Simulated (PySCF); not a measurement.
Species: p-tolualdehyde, C8H8O.
SMILES with atom numbers: `[CH3:1][c:2]1[cH:3][cH:4][c:5]([CH:6]=[O:7])[cH:8][cH:9]1` (hydrogens: H10, H11, H12 on C1; H13 on C3; H14 on C4; H15 on C6; H16 on C8; H17 on C9)

Level of theory: PBE0-D3(BJ)/def2-SVP geometry optimisation, gas phase (PySCF 2.14.0).

Entries marked ? are missing. Bonds in one row agree within 0.01 Å.

| coordinate | value |
| --- | --- |
| C1–C2 | ? |
| C2–C3, C2–C9 | 1.403 Å |
| C3–C4, C8–C9 | ? |
| C4–C5, C5–C8 | 1.399 Å |
| C5–C6 | ? |
| C6=O7 | ? |
| C1–H10, C1–H11, C1–H12 | 1.100 Å |
| C3–H13, C9–H17 | 1.093 Å |
| C4–H14, C8–H16 | 1.093 Å |
| C6–H15 | 1.121 Å |
| C1–C2–C3 | 120.7° |
| C3–C2–C9 | ? |
| C2–C3–C4 | 121.0° |
| C3–C4–C5 | 120.0° |
| C4–C5–C6 | 120.2° |
| C4–C5–C8 | ? |
| C5–C6–O7 | ? |

Task: Fill in the missing values.

Result: 
- C1–C2 = 1.500 Å, drawn single (benzylic-type carbon to substituted aromatic carbon); 0.01 Å above the sum of covalent radii, 1.49 Å.
- C3–C4, C8–C9 = 1.389 Å, aromatic (both ends aromatic CH carbon); 0.07 Å below the sum of covalent radii, 1.46 Å.
- C5–C6 = 1.477 Å, drawn single (substituted aromatic carbon to aldehyde carbon); 0.02 Å above the sum of covalent radii, 1.46 Å.
- C6=O7 = 1.206 Å, drawn double (aldehyde carbon to aldehyde oxygen); 0.18 Å below the sum of covalent radii, 1.39 Å.
- C3–C2–C9 = 118.5°, at the substituted aromatic carbon, inside a 6-membered ring; the outer atoms are 2.411 Å apart.
- C4–C5–C8 = 119.4°, at the substituted aromatic carbon, inside a 6-membered ring; the outer atoms are 2.416 Å apart.
- C5–C6–O7 = 124.6°, at the aldehyde carbon; the outer atoms are 2.379 Å apart.

Radii are Cordero's, carbon taken as 0.76, 0.73 or 0.69 Å for four, three, and two or fewer neighbours.

No PBE0-D3(BJ)/def2-SVP frequencies stand behind this structure, so it isn't proved a minimum. One conformer, not necessarily the lowest (C4–C5–C6–O7 0°).

On one thread of an AMD EPYC 9R14, shared host, this took 44 s and 0.83 GiB of memory at its peak. These figures are those of the optimisation.
